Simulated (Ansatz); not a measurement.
`CO[Si](O)([SiH3])Cl` + HBr → `CO[Si](O)(Cl)Br` + SiH₄  (cleavage of the Si–Si bond)

Calculated with Ansatz (gas phase, PBE0-D4/def2-TZVP geometries, no zero-point term in ΔE). CBS: MP2 limit from def2 TZ/QZ plus the TZ coupled-cluster correction, frozen cores. This one scheme is used for every species. Functionals use def2-TZVPP. For Br outer-core shells are correlated without core-valence functions, which leaves a few kJ/mol of doubt a bond. Scalar relativity is left out up to krypton. Each species was taken in one conformer, which may not be the lowest.

`CO[Si](O)([SiH3])Cl`:

Z-matrix (Å, degrees):
```
C
O 1 1.412
H 1 1.094 2 111.1
H 1 1.095 2 111.3 3 -121.4
H 1 1.090 2 107.9 3 119.5
Si 2 1.630 1 126.5 3 56.6
Si 6 2.333 2 114.6 1 70.1
O 6 1.626 2 108.2 1 -169.0
Cl 6 2.073 2 107.1 1 -49.9
H 7 1.486 6 110.5 2 63.5
H 7 1.485 6 110.1 2 -175.2
H 7 1.488 6 108.6 2 -55.9
H 8 0.960 6 118.3 2 52.9
```

HBr:

Z-matrix (Å, degrees):
```
Br
H 1 1.420
```

`CO[Si](O)(Cl)Br`:

Z-matrix (Å, degrees):
```
C
O 1 1.415
H 1 1.093 2 110.8
H 1 1.090 2 107.7 3 119.2
H 1 1.094 2 110.9 3 -121.5
Si 2 1.613 1 126.5 3 61.8
Cl 6 2.029 2 111.2 1 -62.3
O 6 1.616 2 110.0 1 179.4
Br 6 2.214 2 108.8 1 57.4
H 8 0.959 6 117.8 2 -64.9
```

SiH₄:

Cartesian coordinates in Å:
```
Si 0.000 0.000 0.000
H 1.124 0.939 -0.242
H 0.402 -1.000 1.022
H -0.345 -0.696 -1.265
H -1.181 0.757 0.486
```

Is it downhill or uphill in electronic energy at CCSD(T)/CBS, and by how much? (An estimate is asked.)

The calculation gave: Downhill: ΔE = -103.5 kJ/mol.

What do these levels give: PBE-D4, r2SCAN-D4, PBE0-D4, PBE, MP2/def2-TZVPP, HF/def2-QZVPP? (Best estimate.)

Computed: PBE-D4 -86.6, r2SCAN-D4 -100.5, PBE0-D4 -93.4, PBE -86.9, MP2/def2-TZVPP -111.4, HF/def2-QZVPP -114.9 kJ/mol.

Largest T1 diagnostic among the species: 0.012.

In def2-TZVPP, CCSD(T) changes the Hartree–Fock value by +14.7 kJ/mol (the triples alone add +1.2 kJ/mol) and MP2 by +3.4 kJ/mol. From PBE to PBE0 (25 % exact exchange), in def2-TZVPP and without D4, ΔE moves by −7.1 kJ/mol.
